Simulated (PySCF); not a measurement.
## Rotational lines of SiI⁺

Lines J+1 ← J of the vibrational ground state, computed from RHF-CCSD(T) constants of SiI⁺, ¹Σ⁺ (singlet), closed shell (basis Si cc-pV(D+d)Z, I cc-pVDZ-PP with ECP28; scalar-relativistic core potentials; PySCF 2.14; masses 27.9769 and 126.9045 u), in MHz:

```
J  ν (MHz)
0   8002.0
1  16004.0
2  24005.8
3  32007.6
4  40009.3
```

Q: Find B0 and the effective bond length r0; with αe = 0.000522 cm⁻¹, find Re.

A: ν = 2B0(J+1) − 4D(J+1)³ gives B0 = 0.13346 cm⁻¹. With the reduced mass μred = 22.923 u, r0 = √(16.8576/(μred·B0)) (u, cm⁻¹, Å) = 2.3474 Å. Be = B0 + αe/2 = 0.13372 cm⁻¹ gives Re = 2.345 Å.

Correlated steps freeze 9 core orbitals. Correlated levels converge slowly with the basis: in double zeta they bind strong bonds too weakly, by up to about 1 eV, and carry superposition errors of some tenths. Spin–orbit coupling is left out, which matters for elements this heavy, above all for dissociation energies. For an ion De counts to the pair picked by the measured ionisation energies or electron affinities, which need not be the lowest pair at this level. Where the molecule has an RHF reference, its open-shell atoms are computed with UHF. The CCSD T1 diagnostic is raised, a sign that a single reference may not be enough here.
